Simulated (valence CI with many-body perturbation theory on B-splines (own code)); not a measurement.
## Energy levels of Te²⁸⁺

Computed by configuration interaction combined with many-body perturbation theory (CI+MBPT): six valence electrons over a frozen Dirac-Fock core [Ar], radial functions for each j: 7 s, 7 p, 8 d, 6 f, 4 g, 1 h, with the one-electron correlation potential Σ1, the two-electron term Σ2, the three-electron term Σ3, Breit, model QED; selected CI, second order for the rest, scaled by the run's own slope (own B-spline code, finite nucleus).

The last digits are not significant, and no measured levels were compared; by estimate large intervals hold to a few tenths of a per cent, small ones and those within an open d or f shell to about a per cent. Core correlation moves these levels by up to 10000 cm⁻¹, and in measured spectra 5 to 20 % of such shifts remained as error; rates that hang on mixing are uncertain with them. Among the levels kept, up to 950 cm⁻¹ of a level comes from second order outside the variational space, and about a tenth of that is noise between levels of different J, which matters for small intervals. Only levels of the ground parity were solved; by the run's estimate the other parity begins above the list, which can be wrong where configurations are misplaced.

Levels 1 to 34 of 34, with energies above the lowest level, 3d6 5D_4. "Leading %" is the weight of the configuration and term that name the level; weights of strongly mixed levels are sums over their largest components and can fall short. Lifetimes count E1, E2, E3, M1 and M2 decay at the calculated energies, and are blank where another channel may lead or the interval is too uncertain; long ones can be off by a factor of two.

| No. | Configuration | Term | J | E (cm⁻¹) | Leading % | Second component | Lifetime |
| --- | --- | --- | --- | --- | --- | --- | --- |
| 1 | 3d6 | 5D | 4 | 0 | 67 | 25 % 3d6 3F |  |
| 2 | 3d6 | 3P | 2 | 35300 | 41 | 38 % 3d6 5D | 277 s |
| 3 | 3d6 | 5D | 3 | 64376 | 86 | 10 % 3d6 3F | 124 μs |
| 4 | 3d6 | 5D | 0 | 76591 | 56 | 29 % 3d6 3P | 43.4 s |
| 5 | 3d6 | 5D | 1 | 84429 | 72 | 22 % 3d6 3P | 170 μs |
| 6 | 3d6 | 3H | 4 | 101140 | 24 | 23 % 3d6 1G | 71.5 μs |
| 7 | 3d6 | 3H | 6 | 131490 | 79 | 21 % 3d6 1I | 156 s |
| 8 | 3d6 | 3G | 5 | 131650 | 53 | 46 % 3d6 3H | 424 μs |
| 9 | 3d6 | 3F | 2 | 153850 | 37 | 32 % 3d6 5D | 54.9 μs |
| 10 | 3d6 | 3F | 3 | 158190 | 43 | 33 % 3d6 3G | 73.1 μs |
| 11 | 3d6 | 3P | 2 | 166790 | 37 | 30 % 3d6 3F | 35.1 μs |
| 12 | 3d6 | 3H | 4 | 200800 | 43 | 24 % 3d6 3G | 65.4 μs |
| 13 | 3d6 | 1S | 0 | 201540 | 54 | 36 % 3d6 5D | 21.3 μs |
| 14 | 3d6 | 3D | 1 | 209590 | 67 | 24 % 3d6 3P | 66.1 μs |
| 15 | 3d6 | 3D | 2 | 211930 | 58 | 24 % 3d6 3P | 112 μs |
| 16 | 3d6 | 3G | 4 | 213410 | 35 | 34 % 3d6 3F | 48.1 μs |
| 17 | 3d6 | 3H | 5 | 225260 | 53 | 46 % 3d6 3G | 67.7 μs |
| 18 | 3d6 | 3D | 3 | 232350 | 62 | 27 % 3d6 3F | 38.1 μs |
| 19 | 3d6 | 3P | 0 | 232920 | 95 | 5 % 3d6 1S | 240 μs |
| 20 | 3d6 | 1F | 3 | 243890 | 41 | 34 % 3d6 3F | 75.2 μs |
| 21 | 3d6 | 1I | 6 | 247320 | 79 | 21 % 3d6 3H | 85.8 μs |
| 22 | 3d6 | 3F | 3 | 254490 | 36 | 34 % 3d6 3G | 60.9 μs |
| 23 | 3d6 | 3P | 1 | 280140 | 71 | 24 % 3d6 3D | 33.8 μs |
| 24 | 3d6 | 1G | 4 | 291590 | 64 | 24 % 3d6 3F | 50.6 μs |
| 25 | 3d6 | 1D | 2 | 292060 | 48 | 26 % 3d6 3P | 37.9 μs |
| 26 | 3d6 | 3P | 1 | 317830 | 83 | 14 % 3d6 5D | 12.6 μs |
| 27 | 3d6 | 3F | 4 | 343750 | 72 | 12 % 3d6 3G | 24.7 μs |
| 28 | 3d6 | 3F | 2 | 343760 | 85 | 8 % 3d6 3D | 27.0 μs |
| 29 | 3d6 | 1G | 4 | 395150 | 73 | 17 % 3d6 3F | 19.7 μs |
| 30 | 3d6 | 3P | 2 | 403200 | 65 | 17 % 3d6 1D | 19.0 μs |
| 31 | 3d6 | 3F | 3 | 407470 | 51 | 28 % 3d6 1F | 20.6 μs |
| 32 | 3d6 | 3P | 0 | 415980 | 57 | 36 % 3d6 1S | 10.9 μs |
| 33 | 3d6 | 1D | 2 | 464210 | 94 |  | 28.3 μs |
| 34 | 3d6 | 1S | 0 | 583260 | 91 | 9 % 3d6 3P | 9.81 μs |

Names give the largest LS component (configuration and term), which can be under half, so a name can repeat, a term be missing and a line seem to break the LS rules; names also repeat where a configuration has a term twice.

The ionisation energy to 3d5 6S_5/2 of the next ion comes out as 1618.1 eV (NIST: 1618 ± 4 eV (theoretical)). All 34 levels together are meant to be complete up to 606600 cm⁻¹.
